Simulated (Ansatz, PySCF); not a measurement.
Dimer: H2S (SMILES S) (first 3 atoms) with GeH4 (SMILES [GeH4]); geometry from B3LYP-D3(BJ)/def2-TZVP, rigid monomers moved along the line of their centres of mass till S1···Ge4 is 4.45 Å.
(charge 0, multiplicity 1):
```xyz
8

S      0.267     1.873     0.690
H     -1.064     1.859     0.865
H      0.246     0.726    -0.007
Ge    -0.232    -1.101     3.956
H     -1.004     0.175     4.316
H      1.271    -0.805     3.882
H     -0.724    -1.633     2.600
H     -0.491    -2.171     5.032
```

Quantity: the interaction energy.

Counterpoise-corrected where a basis set is named; no monomer relaxation.

Cores are frozen in the correlated methods. Filled d and f shells under p-block atoms count as core. CBS(a, b) extrapolates the correlation energy as X⁻³ and adds the Hartree–Fock energy of set b.

The values were computed with Ansatz (a program for electronic structure); PySCF for the dispersion terms. 

Costs are ratios of core time to PBE/def2-TZVPPD (roughly 5 s), for whole runs (searches for the state included, and forces where a run took them) on one shared machine, so rough; each difference counts from -3.2 kJ/mol (CCSD(T)/CBS(def2-SVPD, def2-TZVPPD), a level with limits of its own).

| level | basis functions | cost | difference (kJ/mol) |
|---|---|---|---|
| PBE/def2-TZVPPD | 207 | ×1 | 1.3 |
| PBE-D3(BJ)/def2-TZVPPD | 207 | ×1 | -1.2 |
| PBE0/def2-TZVPPD | 207 | ×1 | 1.5 |
| PBE0-D3(BJ)/def2-TZVPPD | 207 | ×1 | -1.1 |
| B3LYP/def2-TZVPPD | 207 | ×1 | 3.4 |
| B3LYP-D3(BJ)/def2-TZVPPD | 207 | ×1 | -0.6 |
| r2SCAN/def2-TZVPPD | 207 | ×1 | 0.8 |
| r2SCAN-D3(BJ)/def2-TZVPPD | 207 | ×1 | -0.5 |
| CCSD(T)/def2-SVPD | 113 | ×3 | 0.2 |
| wB97M-V/def2-TZVPPD | 207 | ×3 | -0.3 |
| wB97X-V/def2-TZVPPD | 207 | ×3 | -0.5 |
| CCSD(T)/def2-TZVPPD | 207 | ×50 | 0.1 |

With a budget of 30 times the cost of PBE/def2-TZVPPD, the closest level: CCSD(T)/def2-SVPD, at 0.2 kJ/mol; next is wB97M-V/def2-TZVPPD at -0.3 kJ/mol.

What the step from CCSD(T)/def2-SVPD to CCSD(T)/def2-TZVPPD costs and buys: 113 to 207 functions, cost ×20 (rough); the difference goes from 0.2 to 0.1 kJ/mol.
